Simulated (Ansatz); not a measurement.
Reaction (substitution at a C–F bond): `F[CH2][SnH3]` + HCl → `Cl[CH2][SnH3]` + H–F

Program: Ansatz. Geometries: PBE0-D4/def2-TZVP. ΔE: electronic, gas phase. CBS: MP2 limit from def2 TZ/QZ plus the TZ coupled-cluster correction, frozen cores. This one scheme is used for every species. Functionals use def2-TZVPP. HSE06 is defined as in plane-wave codes. Elements past krypton have def2 core potentials. For Sn outer-core shells are correlated without core-valence functions, which leaves a few kJ/mol of doubt a bond.

```
           level  ΔE (kJ/mol)  difference from CCSD(T)/CBS
     LDA (SPW92)        -30.6                         13.9
      r2SCAN0-D4        -34.8                          9.7
        HSE06-D4        -36.4                          8.1
             PBE        -29.2                         15.3
            BLYP        -19.8                         24.7
           BHLYP        -25.8                         18.7
         LC-ωPBE        -30.3                         14.2
CCSD(T)/def2-SVP        -20.3                         24.2
   HF/def2-QZVPP        -23.4                         21.1
  MP2/def2-QZVPP        -53.6                         -9.1
     CCSD(T)/CBS        -44.5                            0
```

Largest T1 diagnostic among the species: 0.013.

At CCSD(T), def2-SVP lies +24.2 kJ/mol from the extrapolated value and def2-TZVPP +6.4 kJ/mol. Leaving LDA and LC-ωPBE aside and taking each functional with its dispersion term where it has one, the values, not all of them listed here, spread over 15.7 kJ/mol, from PBE-QIDH to CAM-B3LYP-D4.
